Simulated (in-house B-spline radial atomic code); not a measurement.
# He: 1s1 5g1 (an excited or competing configuration)

Method: Dirac-Hartree-Fock, average of configuration, Gaussian nucleus of rms radius 1.6755 fm. Calculated with an all-electron radial atomic-structure program (B-spline basis).

Screening seen three ways: the hydrogenic charge with the same mean radius, Z_r = [3n² - l(l+1)]/(2<r>), the one with the same energy, Z_e = n√(-2ε), and Slater's rules. Values are occupation-weighted means over j.

```
shell  electrons    ε (eV)  <r> (bohr)   Z_r   Z_e  Slater
   1s          1   -53.337      0.7499  2.00  1.98    2.00
   5g          1  -0.54423        27.5  1.00  1.00       -
```

The least bound orbital is 5g9/2 at -0.5442 eV, and it is also the most diffuse (<r> = 27.5 bohr).

Spin-orbit splittings of the orbital energies (j = l + 1/2 above j = l - 1/2 when positive): 5g 2.898e-07 eV.

For the 1s electron the small component carries 0.00533 % of the norm, the zero-frequency Breit interaction raises the level by 1.353e-13 eV, self-energy by 0.0004593 eV, and vacuum polarisation lowers it by 1.412e-05 eV.

The density falls to 0.001 bohr⁻³ at 1.961 bohr; Σ<r²> = 825.75 bohr² gives, by the non-relativistic formula and without the paramagnetism of open shells, a Langevin diamagnetic susceptibility of -654×10⁻⁶ cm³/mol.
